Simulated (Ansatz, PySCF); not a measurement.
C3H5ClOSi, SMILES C#CC[Si@@H](O)Cl. Atoms are numbered in the order given.

```xyz
11

C     -2.7790     1.2628     0.5750
C     -1.9941     0.7457    -0.1892
C     -1.0189     0.0995    -1.0450
Si     0.3209    -0.7553    -0.0320
O      1.3387    -1.6283    -1.0001
Cl     1.3764     0.7200     0.9630
H     -3.4801     1.7283     1.2423
H     -0.5431     0.8292    -1.7232
H     -1.4962    -0.6678    -1.6799
H     -0.2563    -1.7035     0.9451
H      1.9595    -1.1493    -1.5570
```
Charge 0, spin multiplicity 1.

Coordinates come from a PBE0-D3(BJ)/def2-SVP optimisation. The structure was generated by enumeration; whether it is a known compound was not checked. The values are those of a single conformer.

Two levels are set side by side: PBE-D3(BJ)/def2-SVP (Ansatz, an electronic-structure program) and PBE0-D3(BJ)/def2-SVP (Ansatz). Each level has its own optimised geometry; the coordinates shown are those of the second. Frequencies come from the Hessian of PySCF at each geometry. Differences are taken from unrounded values.

```json
[
 {"quantity": "mean bond length (Å)", "PBE0-D3(BJ)": "1.399", "PBE-D3(BJ)": "1.410", "PBE-D3(BJ) minus PBE0-D3(BJ)": "0.011"},
 {"quantity": "bond C1–C2 (Å)", "PBE0-D3(BJ)": "1.211", "PBE-D3(BJ)": "1.223", "PBE-D3(BJ) minus PBE0-D3(BJ)": "0.012"},
 {"quantity": "bond C2–C3 (Å)", "PBE0-D3(BJ)": "1.449", "PBE-D3(BJ)": "1.453", "PBE-D3(BJ) minus PBE0-D3(BJ)": "0.003"},
 {"quantity": "bond C3–Si4 (Å)", "PBE0-D3(BJ)": "1.885", "PBE-D3(BJ)": "1.901", "PBE-D3(BJ) minus PBE0-D3(BJ)": "0.016"},
 {"quantity": "bond Si4–O5 (Å)", "PBE0-D3(BJ)": "1.654", "PBE-D3(BJ)": "1.671", "PBE-D3(BJ) minus PBE0-D3(BJ)": "0.018"},
 {"quantity": "bond Si4–Cl6 (Å)", "PBE0-D3(BJ)": "2.069", "PBE-D3(BJ)": "2.084", "PBE-D3(BJ) minus PBE0-D3(BJ)": "0.015"},
 {"quantity": "bond C1–H7 (Å)", "PBE0-D3(BJ)": "1.074", "PBE-D3(BJ)": "1.081", "PBE-D3(BJ) minus PBE0-D3(BJ)": "0.007"},
 {"quantity": "bond C3–H8 (Å)", "PBE0-D3(BJ)": "1.104", "PBE-D3(BJ)": "1.113", "PBE-D3(BJ) minus PBE0-D3(BJ)": "0.009"},
 {"quantity": "bond C3–H9 (Å)", "PBE0-D3(BJ)": "1.104", "PBE-D3(BJ)": "1.113", "PBE-D3(BJ) minus PBE0-D3(BJ)": "0.009"},
 {"quantity": "bond Si4–H10 (Å)", "PBE0-D3(BJ)": "1.479", "PBE-D3(BJ)": "1.490", "PBE-D3(BJ) minus PBE0-D3(BJ)": "0.011"},
 {"quantity": "bond O5–H11 (Å)", "PBE0-D3(BJ)": "0.962", "PBE-D3(BJ)": "0.973", "PBE-D3(BJ) minus PBE0-D3(BJ)": "0.011"},
 {"quantity": "highest harmonic wavenumber (cm⁻¹)", "PBE0-D3(BJ)": "3934", "PBE-D3(BJ)": "3765", "PBE-D3(BJ) minus PBE0-D3(BJ)": "-170"},
 {"quantity": "mean harmonic wavenumber (cm⁻¹)", "PBE0-D3(BJ)": "1165", "PBE-D3(BJ)": "1125", "PBE-D3(BJ) minus PBE0-D3(BJ)": "-41"},
 {"quantity": "zero-point energy (kcal/mol)", "PBE0-D3(BJ)": "44.98", "PBE-D3(BJ)": "43.41", "PBE-D3(BJ) minus PBE0-D3(BJ)": "-1.58"}
]
```

Exact exchange shortens and stiffens bonds; PBE has none. Differences between two approximate levels are no errors against the true value.
